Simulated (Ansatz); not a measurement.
Reaction (ligand exchange at a Ge–S bond): `[CH3][AlH][S][GeH3]` + `BC(=C)O` → `BC(=C)[O][GeH3]` + `[CH3][AlH][SH]`

Gas-phase electronic energies from Ansatz, PBE0-D4/def2-TZVP geometries. CCSD(T)/CBS adds triple-zeta CCSD(T) − MP2 to the extrapolated MP2 energy (def2 sets, frozen cores). This one scheme is used for every species. Functionals use def2-TZVPP. For Ge outer-core shells are correlated without core-valence functions, which leaves a few kJ/mol of doubt a bond. Scalar relativity is left out up to krypton. Each species was taken in one conformer, which may not be the lowest.

```csv
level,ΔE (kJ/mol)
PBE0,38.1
MP2/def2-QZVPP,31.9
```

(1) What does CCSD(T)/CBS give? (Best estimate.)

Largest T1 diagnostic among the species: 0.013.

Answers

(1) Computed: +31.7 kJ/mol. The listed levels differ from it by 6.4, 0.2 kJ/mol.

In def2-TZVPP, CCSD(T) changes the Hartree–Fock value by +3.5 kJ/mol (the triples alone add +0.6 kJ/mol) and MP2 by +5.8 kJ/mol.
